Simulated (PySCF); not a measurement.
C$_{4}$H$_{9}$Cl, charge +1, quartet, geometry from GFN2-xTB of the parent state (a state made from the parent by changing its charge; the spin is typed, not shown lowest); B3LYP/6-31G in PySCF.

Input for PySCF:
```python
from pyscf import gto, scf, dft

mol = gto.Mole()
mol.atom = '''
    C    -0.358037    1.429191   -0.663454
    C    -0.012412   -0.074501   -0.331390
    C     1.313571   -0.408228   -0.972574
    C    -1.177419   -0.934075   -0.761056
    Cl    0.127685   -0.021096    1.451272
    H    -0.461406    1.483310   -1.746262
    H    -1.290776    1.725600   -0.192537
    H     0.439928    2.090951   -0.339497
    H     2.113531    0.259249   -0.655723
    H     1.620463   -1.419981   -0.697755
    H     1.228264   -0.357292   -2.055882
    H    -1.295876   -0.890136   -1.841550
    H    -2.115399   -0.633475   -0.296632
    H    -1.003590   -1.973917   -0.474938
'''
mol.basis = '6-31g'
mol.charge = 1
mol.spin = 3
mol.verbose = 4
mol.build()

mf = dft.UKS(mol)
mf.xc = 'b3lyp'
mf.kernel()
mf.analyze()
```

### Question
Predict the main parts of the log of this PySCF run.

### Answer

```
PySCF version 2.14.0

[INPUT] verbose = 4
[INPUT] num. atoms = 14
[INPUT] num. electrons = 49
[INPUT] charge = 1
[INPUT] spin (= nelec alpha-beta = 2S) = 3
[INPUT] symmetry False subgroup None
[INPUT] Mole.unit = angstrom
[INPUT] Symbol           X                Y                Z      unit          X                Y                Z       unit  Magmom
[...]
nuclear repulsion = 242.256418066304
number of shells = 45
number of NR pGTOs = 170
number of NR cGTOs = 67
basis = 6-31g
ecp = {}

******** <class 'pyscf.dft.uks.UKS'> ********
method = UKS
initial guess = minao
damping factor = 0
level_shift factor = 0
DIIS = <class 'pyscf.scf.diis.CDIIS'>
diis_start_cycle = 1
diis_space = 8
diis_damp = 0
SCF conv_tol = 1e-09
SCF conv_tol_grad = None
SCF max_cycles = 50
direct_scf = True
direct_scf_tol = 1e-13
number electrons alpha = 26  beta = 23
XC library pyscf.dft.libxc version 7.1.2
    S. Lehtola, C. Steigemann, M. J. T. Oliveira, and M. A. L. Marques,  SoftwareX 7, 1–5 (2018)
XC functionals = b3lyp
    P. J. Stephens, F. J. Devlin, C. F. Chabalowski, and M. J. Frisch,  J. Phys. Chem. 98, 11623 (1994)
radial grids:
    Treutler-Ahlrichs [JCP 102, 346 (1995); DOI:10.1063/1.469408] (M4) radial grids

becke partition: Becke, JCP 88, 2547 (1988); DOI:10.1063/1.454033
pruning grids: <function nwchem_prune>
grids dens level: 3
symmetrized grids: False
atomic radii adjust function: <function treutler_atomic_radii_adjust>
small_rho_cutoff = 0
Set gradient conv threshold to 3.16228e-05
tot grids = 163624
init E= -618.262102178533

cycle= 1 E= -617.284795487562  delta_E= 0.977  |g|= 0.302  |ddm|= 4.46

cycle= 2 E= -616.993746058476  delta_E= 0.291  |g|= 0.643  |ddm|= 1.86

cycle= 3 E= -617.32989513779  delta_E= -0.336  |g|= 0.167  |ddm|= 1.26

cycle= 4 E= -617.349067693437  delta_E= -0.0192  |g|= 0.0359  |ddm|= 0.335

cycle= 5 E= -617.350159326767  delta_E= -0.00109  |g|= 0.0129  |ddm|= 0.186

cycle= 6 E= -617.350353455751  delta_E= -0.000194  |g|= 0.00683  |ddm|= 0.0298

cycle= 7 E= -617.350439636572  delta_E= -8.62e-05  |g|= 0.00232  |ddm|= 0.0194

cycle= 8 E= -617.350504110195  delta_E= -6.45e-05  |g|= 0.00206  |ddm|= 0.0256

cycle= 9 E= -617.350529817021  delta_E= -2.57e-05  |g|= 0.000692  |ddm|= 0.0194

cycle= 10 E= -617.350533991345  delta_E= -4.17e-06  |g|= 0.000143  |ddm|= 0.0102

cycle= 11 E= -617.350534104005  delta_E= -1.13e-07  |g|= 6.86e-05  |ddm|= 0.0016

cycle= 12 E= -617.350534114624  delta_E= -1.06e-08  |g|= 2.2e-05  |ddm|= 0.000312

cycle= 13 E= -617.350534116138  delta_E= -1.51e-09  |g|= 6.35e-06  |ddm|= 0.000154

cycle= 14 E= -617.350534116228  delta_E= -8.98e-11  |g|= 2.54e-06  |ddm|= 3.01e-05

Extra cycle  E= -617.350534116241  delta_E= -1.34e-11  |g|= 2.54e-06  |ddm|= 1.63e-05
converged SCF energy = -617.350534116241  <S^2> = 3.7534495  2S+1 = 4.0017244
**** SCF Summaries ****
Total Energy =                        -617.350534116241079
Nuclear Repulsion Energy =             242.256418066303695
One-electron Energy =                -1315.118364753698188
Two-electron Energy =                  455.511412571153414
Two-electron Coulomb Energy =          508.574839129389943
DFT Exchange-Correlation Energy =      -53.063426558236529
**** MO energy ****
                             alpha | beta                alpha | beta
[...]
To work with the spin densities directly, `use mulliken_meta_spin()` only printing them here.

 ** Mulliken spin pop alpha/beta on meta-lowdin orthogonal AOs **
 ** Mulliken Spin Density (per AO)  **
spin_pop of  0 C 1s       -0.00000
spin_pop of  0 C 2s        0.01282
spin_pop of  0 C 3s        0.00020
spin_pop of  0 C 2px       0.01692
spin_pop of  0 C 2py       0.18563
spin_pop of  0 C 2pz       0.03792
spin_pop of  0 C 3px       0.00023
spin_pop of  0 C 3py       0.00133
spin_pop of  0 C 3pz       0.00068
spin_pop of  1 C 1s       -0.00001
spin_pop of  1 C 2s        0.12223
spin_pop of  1 C 3s        0.00263
spin_pop of  1 C 2px       0.08062
spin_pop of  1 C 2py       0.18891
spin_pop of  1 C 2pz       0.44949
spin_pop of  1 C 3px       0.00091
spin_pop of  1 C 3py       0.00095
spin_pop of  1 C 3pz       0.00829
spin_pop of  2 C 1s       -0.00000
spin_pop of  2 C 2s       -0.00010
spin_pop of  2 C 3s        0.00018
spin_pop of  2 C 2px       0.03989
spin_pop of  2 C 2py       0.03193
spin_pop of  2 C 2pz       0.02634
spin_pop of  2 C 3px       0.00074
spin_pop of  2 C 3py       0.00037
spin_pop of  2 C 3pz       0.00099
spin_pop of  3 C 1s       -0.00000
spin_pop of  3 C 2s       -0.00010
spin_pop of  3 C 3s        0.00018
spin_pop of  3 C 2px       0.02473
spin_pop of  3 C 2py       0.05746
spin_pop of  3 C 2pz       0.01599
spin_pop of  3 C 3px       0.00071
spin_pop of  3 C 3py       0.00061
spin_pop of  3 C 3pz       0.00078
spin_pop of  4 Cl 1s        0.00000
spin_pop of  4 Cl 2s       -0.00000
spin_pop of  4 Cl 3s        0.04466
spin_pop of  4 Cl 4s        0.00771
spin_pop of  4 Cl 2px       0.00004
spin_pop of  4 Cl 2py       0.00002
spin_pop of  4 Cl 2pz       0.00002
spin_pop of  4 Cl 3px       0.75709
spin_pop of  4 Cl 3py       0.35384
spin_pop of  4 Cl 3pz       0.28015
spin_pop of  4 Cl 4px       0.00321
spin_pop of  4 Cl 4py       0.00203
spin_pop of  4 Cl 4pz       0.02011
spin_pop of  5 H 1s        0.03079
spin_pop of  5 H 2s        0.00057
spin_pop of  6 H 1s        0.00459
spin_pop of  6 H 2s        0.00054
spin_pop of  7 H 1s        0.00459
spin_pop of  7 H 2s        0.00054
spin_pop of  8 H 1s        0.01141
spin_pop of  8 H 2s        0.00056
spin_pop of  9 H 1s        0.04149
spin_pop of  9 H 2s        0.00063
spin_pop of  10 H 1s        0.03480
spin_pop of  10 H 2s        0.00064
spin_pop of  11 H 1s        0.03480
spin_pop of  11 H 2s        0.00063
spin_pop of  12 H 1s        0.01141
spin_pop of  12 H 2s        0.00056
spin_pop of  13 H 1s        0.04150
spin_pop of  13 H 2s        0.00063
 ** Mulliken Spin Density (per atom)  **
spin density of  0 C =      0.25573
spin density of  1 C =      0.85402
spin density of  2 C =      0.10034
spin density of  3 C =      0.10034
spin density of  4 Cl =      1.46887
spin density of  5 H =      0.03136
spin density of  6 H =      0.00514
spin density of  7 H =      0.00513
spin density of  8 H =      0.01198
spin density of  9 H =      0.04212
spin density of  10 H =      0.03544
spin density of  11 H =      0.03544
spin density of  12 H =      0.01197
spin density of  13 H =      0.04213
 ** Mulliken pop alpha/beta on meta-lowdin orthogonal AOs **
 ** Mulliken pop       alpha | beta **
In total            26.00000 | 23.00000
 ** Mulliken atomic charges   ( Nelec_alpha | Nelec_beta ) **
charge of  0C =     -0.23849  (     3.24711      2.99138 )
charge of  1C =     -0.07645  (     3.46523      2.61121 )
charge of  2C =     -0.28927  (     3.19480      3.09447 )
charge of  3C =     -0.28924  (     3.19479      3.09445 )
charge of  4Cl =      0.46325  (     9.00281      7.53394 )
charge of  5H =      0.17436  (     0.42850      0.39714 )
charge of  6H =      0.15810  (     0.42352      0.41838 )
charge of  7H =      0.15810  (     0.42352      0.41838 )
charge of  8H =      0.14723  (     0.43237      0.42040 )
charge of  9H =      0.16763  (     0.43725      0.39513 )
charge of  10H =      0.15497  (     0.44023      0.40480 )
charge of  11H =      0.15497  (     0.44024      0.40480 )
charge of  12H =      0.14723  (     0.43237      0.42040 )
charge of  13H =      0.16763  (     0.43725      0.39512 )

WARN: System has nonzero charge 1; the dipole moment is origin-dependent.
Location of origin: [0. 0. 0.]

Dipole moment(X, Y, Z, Debye): -0.18728,  0.30356, -1.45105
```
